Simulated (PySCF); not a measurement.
**Structure elucidation problem**

An unknown has the formula C₄H₉NO₂Si. Its calculated NMR data are:

1H NMR (500 MHz, computed): δ 8.71 (m, 1H), 8.67 (m, 1H), 4.85 (s, 1H), 4.49 (m, 2H), 4.36 (m, 2H), 2.56 (m, 1H), 1.34 (m, 1H).

13C{1H} NMR (computed): δ 174.5 (CH2), 67.4 (CH2, 2C), 36.2 (CH2).

Theoretical values (PySCF): geometry from GFN2-xTB, PBE0/pcSseg-1 with gauge-including orbitals. Averaged over atoms made equivalent by symmetry, fast rotation or ring inversion, a single conformation, relativity neglected, no solvent.

Referencing at the same level of theory: 1H (σ = 31.72 ppm) and 13C (σ = 186.93 ppm) vs TMS.

**Question.** Choose the structure that fits.
A. [H]/N=C\[SiH]1OCCCO1
B. C=CO[SiH2]CC(N)=O
C. C=N[SiH]1OCCCO1
D. C=NC(=C)O[SiH2]OC

**Answer.** C. 

- Rings plus π bonds: 2 (1 ring in the answer).
- 3 carbon signals for 4 carbons: some carbons are equivalent by symmetry or fast rotation.
- Carbon types of the structure: 4 × CH2, leaving 1 H on heteroatoms.
- δC 174.5: C=N carbon.
- δC 67.4: sp3 CH2 bonded to O; the inductive effect lowers its shielding.
- δC 36.2: sp3 CH2 in a ring; a saturated carbon with 2 carbon neighbours and no heteroatom attached.
- δH 8.71, 8.67: hydrogen on a C=N carbon.
- δH 4.49, 4.36: hydrogen on an sp3 CH2 bonded to O; its carbon carries O, an electronegative neighbour.

The others: C=CO[SiH2]CC(N)=O would give 4 carbon signals, not 3; C=NC(=C)O[SiH2]OC would give 4 carbon signals, not 3; [H]/N=C\[SiH]1OCCCO1 would give 6 signals for carbon-bound and other non-exchanging H, not 7.

Shifts are as computed. Against solution values, carbons near 30 ppm lie about +3 ppm off and those near 130 ppm about +5 ppm. Of 1211 compounds with measured shifts, 218 miss one by over three times the rms of a fit or turn the order of signals round; such compounds aren't used in these exercises. No couplings were computed; multiplicities are counted from neighbouring protons, with m where these are inequivalent, close in shift, in a saturated or five-membered ring or joined by F or P, and br s for small geminal =CH2 splittings.
